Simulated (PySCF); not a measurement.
## C3H8F2Si

C3H8F2Si is a small molecule, neutral, singlet. The structure, one conformer, was relaxed in the gas phase by PBE0-D3(BJ)/def2-SVP. No frequency run checks that it is a minimum.

SMILES: CC(F)(F)C[SiH3]

Coordinates in Å:
```
C1     -0.006    0.320    0.750
C2      0.982    1.318    1.301
C3      0.163   -0.040   -0.711
Si4    -0.982   -1.424   -1.325
F5      0.069   -0.822    1.497
F6     -1.266    0.808    0.937
H7      0.928    2.257    0.735
H8      2.002    0.917    1.238
H9      0.738    1.519    2.353
H10     1.204   -0.351   -0.890
H11    -0.010    0.864   -1.316
H12    -0.813   -1.521   -2.808
H13    -0.605   -2.734   -0.720
H14    -2.410   -1.123   -1.019
```

Shieldings: GIAO PBE0/pcSseg-1. Shifts are against computed references at the same level: C TMS (σ 184.4 ppm), H TMS (σ 31.27 ppm), Si TMS (σ 352.0 ppm). Core levels by delta-SCF with SCAN, pcX-2 on the ionised atom and pcseg-1 elsewhere, spin-free X2C; from the vacuum level, for chosen atoms.

**Question.** Give the shieldings and core levels atom by atom.

**Answer.** 
```tsv
atoms	bonded to	σ (ppm)	δ (ppm)	core level (eV)
C1	2 C + 2 F	60.7	123.7	1s 295.46
C2	1 C + 3 H	156.0	28.4	1s 291.29
C3	1 C + 1 Si + 2 H	162.7	21.7	1s 290.76
Si4	1 C + 3 H	425.7	-73.7	-
F5	1 C	283.3	-	1s 692.77
F6	1 C	283.7	-	1s 692.79
H7 H8 H9	1 C	29.70	1.57	-
H10	1 C	30.09	1.17	-
H11	1 C	30.15	1.12	-
H12 H13 H14	1 Si	27.29	3.98	-
```

Values are those of this one static structure, with the three H of a rotating XH3 group averaged; atoms that internal rotation interchanges would show their mean in an NMR spectrum.

**Question.** Which of C1, C2, C3 holds its core electrons tightest, and by how much against the loosest?

**Answer.** C1 (bonded to 2 C + 2 F), by 4.69 eV over C3 (bonded to 1 C + 1 Si + 2 H).

**Question.** By CAM-B3LYP/def2-SVPD (TDDFT singlets, Tamm-Dancoff triplets, ionisation by delta-SCF), where does absorption start, and what does vertical ionisation take?

**Answer.** The lowest singlet lies at 8.64 eV (f 0.039), the strongest of the first 6 at 9.24 eV (f 0.095), the lowest triplet at 8.24 eV; vertical ionisation takes 11.36 eV.
